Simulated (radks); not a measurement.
Question: Neutral hydrogen, 1s1. Method: non-relativistic Kohn-Sham, exchange-only PBE, spin-polarised, spherical densities, point nucleus; computed with a radial shooting solver on a logarithmic mesh with Libxc functionals. Every spin shell is full or empty, so the densities are truly spherical. Functionals are evaluated on that one density, not self-consistently. Rank these exchange functionals by their error against the exact value of the orbitals, and give that value: LDA, B88, PBE, PBEsol, OPTX, G96, r2SCAN, MS2, Tao-Mo, MVS.

Answer: Exact: -0.305509 hartree. From best to worst, with 100 (|E| - |E exact|)/|E exact| (equal figures are ties): G96 0.00, OPTX -0.17, r2SCAN +0.28, MVS +0.32, B88 -0.37, MS2 +0.38, Tao-Mo +0.39, PBE -1.54, PBEsol -5.91, LDA -13.98.
